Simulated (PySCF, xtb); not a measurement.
C2H6N, SMILES NC[CH2], multiplicity 2. The values are those of a single conformer.

Harmonic wavenumbers (cm⁻¹) from GFN2-xTB in xtb 6.7.1 at its own minimum, in rising order: 117, 262, 387, 405, 836, 881, 965, 1012, 1142, 1179, 1225, 1335, 1384, 1446, 1559, 2660, 2821, 3149, 3200, 3397, 3430.

**Question.** What does PBE-D3(BJ)/def2-TZVP (PySCF) give at its own minimum? (An estimate is asked for; the answer gives what the named calculation found.)

**Answer.** 230, 275, 408, 505, 797, 816, 935, 1049, 1088, 1123, 1271, 1347, 1401, 1422, 1601, 2845, 2851, 3083, 3191, 3399, 3483. Paired by order, the mean absolute difference is 48 cm⁻¹ and the zero-point energies are 46.9 and 47.3 kcal/mol.
